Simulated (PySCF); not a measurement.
F2H4SSi2. Atoms are numbered in the order given.

```xyz
9

Si     2.0244     0.0893    -0.0777
S      0.2427     0.1165    -1.3302
Si    -1.2077    -0.2318     0.1675
F     -0.5117    -1.0554     1.3804
F     -1.7361     1.1455     0.8287
H      1.8292     0.9463     1.1171
H      2.3602    -1.2966     0.3272
H      3.0893     0.6436    -0.9478
H     -2.3649    -0.9734    -0.3530
```

The structure is a stationary point at TPSSh-D3(BJ)/def2-SVP. The structure was generated by enumeration, and PubChem lists no compound with its InChIKey, so it may never have been made. One conformer was computed; it need not be the lowest.

Method: PBE/def2-TZVP (PySCF).

ESP charges are fitted to the potential on shells at 1.4 to 2.0 van der Waals radii. Atomic charges (e):

```
atom  ESP fit  Löwdin    IAO  Mulliken
----  -------  ------  -----  --------
Si1      0.10    0.01   0.52      0.17
S2      -0.18    0.30  -0.41     -0.27
Si3      0.45   -0.24   1.32      0.65
F4      -0.20    0.03  -0.51     -0.27
F5      -0.20    0.02  -0.51     -0.26
H6       0.01   -0.03  -0.09      0.01
H7       0.00   -0.03  -0.10      0.00
H8       0.02   -0.03  -0.09      0.00
H9       0.00   -0.04  -0.13     -0.02
```

Computed Mayer and Wiberg (Löwdin basis) orders of the bonds:
```tsv
bond	Mayer	Wiberg
Si1–S2	1.07	1.48
S2–Si3	1.20	1.62
Si3–F4	1.12	1.71
Si3–F5	1.17	1.76
Si1–H6	0.93	0.97
Si1–H7	0.93	0.97
Si1–H8	0.94	0.97
Si3–H9	0.92	0.93
```
